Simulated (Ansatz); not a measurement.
CH7AlSeSi (`[CH3][AlH][SiH2][SeH]`), relaxed with RKS PBE-D4/def2-SVP in the Gaussian-basis code of Ansatz from a rough embedded geometry. The force threshold is 0.03 eV/Å; the program also tests the step.

Total charge 0; spin multiplicity 1.

Start:

```xyz
11

C    -0.776   -2.080    0.388
Al    0.489   -0.865   -0.436
Si    0.071    1.431   -0.325
Se    1.753    2.515    0.653
H    -0.832   -1.917    1.496
H    -0.421   -3.191    0.273
H    -1.791   -2.024   -0.070
H     1.780   -1.412   -1.220
H    -1.243    1.691    0.393
H    -0.090    1.992   -1.709
H     1.059    3.861    0.557
```

| step | energy (eV) | largest force (eV/Å) | largest move (Å) |
| --- | --- | --- | --- |
| 1 | -80942.8892 | 1.396 | 0.000 |
| 2 | -80943.1120 | 0.528 | 0.116 |
| 3 | -80943.1299 | 0.089 | 0.048 |
| 4 | -80943.1329 | 0.053 | 0.038 |
| 5 | -80943.1345 | 0.093 | 0.061 |
| 6 | -80943.1374 | 0.061 | 0.051 |
| 7 | -80943.1410 | 0.069 | 0.113 |
| 8 | -80943.1429 | 0.129 | 0.113 |
| 9 | -80943.1443 | 0.074 | 0.021 |
| 10 | -80943.1452 | 0.041 | 0.026 |
| 11 | -80943.1456 | 0.040 | 0.035 |
| 12 | -80943.1457 | 0.026 | 0.023 |

End:

```xyz
11

C    -0.772   -2.187    0.365
Al    0.499   -0.884   -0.380
Si   -0.059    1.513   -0.492
Se    1.862    2.488    0.388
H    -0.792   -2.085    1.474
H    -0.498   -3.238    0.138
H    -1.812   -2.009    0.019
H     1.982   -1.310   -0.827
H    -1.222    1.892    0.395
H    -0.376    2.068   -1.863
H     1.188    3.753    0.783
```

It took 15 s on 4 threads of a server CPU on a shared host, with 0.17 GiB of host memory at the peak.
